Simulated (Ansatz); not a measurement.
The inner images of a band of CH7BSi2 (11 atoms, charge 0, multiplicity 1) are given out of order.

The calculation used UKS r2SCAN/STO-3G (Ansatz).

Initial state:

```xyz
11
Properties=species:S:1:pos:R:3
Si -0.946 1.749 -0.408
B 0.008 0.094 -0.047
C 0.189 -1.014 1.050
Si 1.126 -1.381 -0.512
H -1.797 1.578 -1.568
H -1.776 2.224 0.678
H -0.001 2.799 -0.730
H 0.756 -0.726 1.943
H -0.699 -1.581 1.349
H 2.566 -1.330 -0.406
H 0.640 -2.470 -1.328
```

Final state:

```xyz
11
Properties=species:S:1:pos:R:3
Si -0.893 1.491 -0.261
B -0.304 0.183 1.089
C 0.446 -1.085 0.818
Si 1.062 -1.526 -0.718
H -1.319 0.896 -1.512
H -1.992 2.310 0.201
H 0.180 2.405 -0.602
H -0.548 0.436 2.210
H 0.679 -1.766 1.646
H 1.874 -2.701 -0.959
H 0.879 -0.701 -1.891
```

Problem. Put them in order from the first end to the last, with their energies above the first end.
A.
```xyz
11
Properties=species:S:1:pos:R:3
Si -0.839 1.498 -0.379
B -0.104 0.051 0.721
C -0.071 -1.429 0.825
Si 1.017 -1.429 -0.535
H -1.452 1.202 -1.656
H -1.871 2.067 0.467
H 0.126 2.558 -0.590
H 0.210 0.561 1.730
H 0.145 -1.920 1.785
H 2.369 -1.957 -0.467
H 0.535 -1.259 -1.881
```
B.
```xyz
11
Properties=species:S:1:pos:R:3
Si -0.878 1.655 -0.316
B 0.005 0.021 0.242
C -0.020 -1.349 0.838
Si 1.142 -1.330 -0.557
H -1.579 1.443 -1.566
H -1.841 2.125 0.659
H 0.078 2.720 -0.530
H 0.379 0.165 1.408
H -0.294 -1.761 1.826
H 2.523 -1.701 -0.322
H 0.550 -2.044 -1.663
```
C.
```xyz
11
Properties=species:S:1:pos:R:3
Si -0.952 1.728 -0.393
B -0.048 0.056 -0.038
C 0.135 -1.057 1.025
Si 1.128 -1.374 -0.507
H -1.671 1.588 -1.640
H -1.881 2.162 0.628
H 0.036 2.773 -0.571
H 0.775 -0.486 1.726
H -0.590 -1.639 1.600
H 2.559 -1.503 -0.352
H 0.573 -2.306 -1.459
```
D.
```xyz
11
Properties=species:S:1:pos:R:3
Si -0.913 1.704 -0.338
B -0.060 0.025 0.039
C 0.075 -1.155 0.966
Si 1.143 -1.345 -0.523
H -1.608 1.497 -1.590
H -1.860 2.157 0.655
H 0.071 2.744 -0.542
H 0.545 -0.194 1.491
H -0.437 -1.715 1.756
H 2.549 -1.617 -0.328
H 0.562 -2.157 -1.566
```
E.
```xyz
11
Properties=species:S:1:pos:R:3
Si -0.850 1.574 -0.363
B -0.031 0.019 0.504
C -0.086 -1.441 0.799
Si 1.084 -1.383 -0.526
H -1.532 1.356 -1.619
H -1.835 2.066 0.585
H 0.100 2.651 -0.550
H 0.275 0.464 1.548
H -0.064 -1.851 1.822
H 2.464 -1.807 -0.359
H 0.541 -1.704 -1.821
```
F.
```xyz
11
Properties=species:S:1:pos:R:3
Si -0.898 1.486 -0.300
B -0.243 0.173 1.009
C 0.234 -1.221 0.801
Si 1.008 -1.576 -0.684
H -1.335 0.970 -1.581
H -2.015 2.212 0.263
H 0.124 2.476 -0.583
H -0.151 0.590 2.105
H 0.435 -1.883 1.653
H 2.068 -2.553 -0.819
H 0.838 -0.730 -1.843
```
G.
```xyz
11
Properties=species:S:1:pos:R:3
Si -0.868 1.480 -0.348
B -0.196 0.110 0.883
C 0.047 -1.349 0.816
Si 0.994 -1.537 -0.604
H -1.385 1.078 -1.639
H -1.947 2.143 0.354
H 0.132 2.500 -0.593
H 0.083 0.590 1.920
H 0.292 -1.930 1.714
H 2.260 -2.243 -0.630
H 0.654 -0.899 -1.852
```

Solution. C (+0.14 eV), D (+0.75 eV), B (+1.48 eV), E (+1.00 eV), A (+0.53 eV), G (+0.21 eV), F (-0.02 eV).

Time of the run: 9.8 min on 1 thread of Arm Neoverse V1, on a shared host, peak memory 0.17 GiB.
